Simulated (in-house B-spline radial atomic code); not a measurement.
A fraction x of an electron is moved 2s → 2p in F II (F+), starting from [He] 2s2 2p4 and keeping the highest spin. All numbers are computed (non-relativistic LDA VWN5, spin-polarised, spherical fractional occupations; point nucleus) with a radial B-spline atomic code at the basis-set limit, not measured.

```json
{"x": "0", "E(x) - E(0) (eV)": "0.0000", "2s down level (eV)": "-44.755", "2p down level (eV)": "-26.193"}
{"x": "0.125", "E(x) - E(0) (eV)": "2.3197", "2s down level (eV)": "-44.772", "2p down level (eV)": "-26.218"}
{"x": "0.25", "E(x) - E(0) (eV)": "4.6384", "2s down level (eV)": "-44.788", "2p down level (eV)": "-26.242"}
{"x": "0.375", "E(x) - E(0) (eV)": "?", "2s down level (eV)": "?", "2p down level (eV)": "?"}
{"x": "0.5", "E(x) - E(0) (eV)": "9.2728", "2s down level (eV)": "-44.818", "2p down level (eV)": "-26.289"}
{"x": "0.625", "E(x) - E(0) (eV)": "?", "2s down level (eV)": "?", "2p down level (eV)": "?"}
{"x": "0.75", "E(x) - E(0) (eV)": "13.9034", "2s down level (eV)": "-44.848", "2p down level (eV)": "-26.333"}
{"x": "0.875", "E(x) - E(0) (eV)": "16.2173", "2s down level (eV)": "-44.862", "2p down level (eV)": "-26.354"}
{"x": "1", "E(x) - E(0) (eV)": "18.5304", "2s down level (eV)": "-", "2p down level (eV)": "-26.375"}
```

(1) What belongs in the row x = 0.375?

(2) What belongs in the row x = 0.625?

(3) Check Janak's theorem between x = 0.125 and 0.25.

Results:

(1) An energy change of 6.9561 eV; 2s down at -44.803 eV, 2p down at -26.266 eV.

(2) An energy change of 11.5886 eV; 2s down at -44.833 eV, 2p down at -26.311 eV.

(3) The slope of the energy is 18.55 eV; the orbital levels give 18.55 eV (ε of the receiving orbital less ε of the emptying one, averaged over the two points).
